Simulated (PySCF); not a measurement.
# Hafnium: a sound run and one with changed settings

Sound run: Hf [Xe] 4f14 5d2 6s2, Hf⁺ [Xe] 4f14 5d1 6s2. Calculation: PySCF 2.14, in aug-cc-pVDZ-PP with ECP60MDF (5s5p4d2f, 54 functions); scalar relativity through the core potential. In the sound run the correlated levels freeze 5s2 5p6 outside the core potential. The sound run starts from symmetry-adapted Hartree-Fock orbitals and uses a fine grid where one is needed.

Changed run: all electrons correlated in a basis built for the valence shell.

```
species  method  sound run (hartree)  changed run (hartree)  converged
     Hf     MP2            -47.98742              -48.13084        yes
```

A valence basis has no tight correlating functions, so it recovers only part of the core correlation, and not evenly between atom and ion.
